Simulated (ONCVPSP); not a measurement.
# strontium, ONCV: configuration errors across variants

```
Element                 : Sr (Z = 38)
Generator               : ONCVPSP 4.0.1
Type                    : optimised norm-conserving Vanderbilt (ONCV)
Functional              : PBE
Relativity              : scalar-relativistic
Frozen core             : [Ar] 3d10
Valence charge          : 10
Reference configuration : 4s2 4p6 5s2
Partial waves           : 4s+5s: rc 2.65 bohr, ncon 4, nbas 7, qcut 4.1 1/bohr, 2 projectors; 4p: rc 1.75 bohr, ncon 5, nbas 8, qcut 3.8 1/bohr, 2 projectors, debl 1.5 Ha; d scattering state at 0.04 Ha: rc 2.60 bohr, ncon 3, nbas 7, qcut 3.1 1/bohr, 1 projector; f scattering state at 0.08 Ha: rc 2.90 bohr, ncon 4, nbas 8, qcut 4.3 1/bohr, 2 projectors, debl 3.6 Ha
Local potential         : polynomial inside 1.20 bohr (lpopt 5, dvloc0 0 Ha)
Core correction         : none
```

In the d channel the program set the typed energies aside and used 0.050 Ha.

All-electron excitation energies from the reference (eV): (1) 4s2 4p6 5s1 5.885; (2) 4s2 4p6 5s0 16.891; (3) 4s2 4p6 5s1.5 2.339; (4) 4s1 4p6 5s2 47.022.

A true bound ghost makes a file unfit for plane-wave use even where its test errors are small: the radial tests pick states by their node count and pass the ghost by.

Errors AE − PS in meV (a dash: test not solved or not reliable):

```csv
change,(1),(2),(3),(4),bound ghosts,GHOST(+) flags above zero
base,-0.7,-3.7,-0.2,-321,f,"s, d"
f: rc 2.06,-0.7,-3.7,-0.2,-321,none,"s, d"
f: rc 2.74,-0.7,-3.7,-0.2,-321,f,"s, d"
f: rc 2.98,-0.7,-3.7,-0.2,-321,f,"s, d"
f: rc 3.3,-0.7,-3.7,-0.2,-321,none,"s, d, f"
f: rc 3.56,-0.7,-3.7,-0.2,-321,none,"s, d, f"
f: rc 3.96,-0.7,-3.7,-0.2,-321,none,"s, d"
f: rc 4.26,-0.7,-3.7,-0.2,-321,none,"s, d"
```

Question: Give the same row for: f: rc 2.32.

Answer: -0.7, -3.7, -0.2, -321; bound ghosts: none; GHOST(+) flags above zero: s, d, f.
